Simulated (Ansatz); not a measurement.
All numbers were calculated with Ansatz.

A structure relaxed at PBE0-D4/def2-TZVP, charge 0, multiplicity 1:

Cartesian coordinates in Å:
```
C 0.596 1.184 0.882
C 0.190 0.329 -0.322
Si -1.671 0.200 -0.493
Ge 1.023 -1.450 -0.232
H 0.178 2.193 0.816
H 1.682 1.285 0.962
H 0.240 0.748 1.820
H 0.567 0.783 -1.246
H -2.281 1.556 -0.591
H -2.245 -0.481 0.700
H -2.040 -0.578 -1.707
H 0.694 -2.280 -1.485
H 0.514 -2.198 1.015
H 2.552 -1.290 -0.118
```

(1) Give its formula and SMILES.

(2) Point group (tolerance 0.08 Å, 0.16 Å for H)?

(3) Summarise the bond lengths by kind.

Results:

(1) C2H10GeSi, `C[CH]([SiH3])[GeH3]`.

(2) C1.

(3) 1 × C–C 1.531 Å; 4 × C–H 1.094 to 1.097 Å; 1 × C–Si 1.874 Å; 1 × C–Ge 1.966 Å; 3 × H–Si 1.488 to 1.490 Å; 3 × Ge–H 1.539 to 1.541 Å.
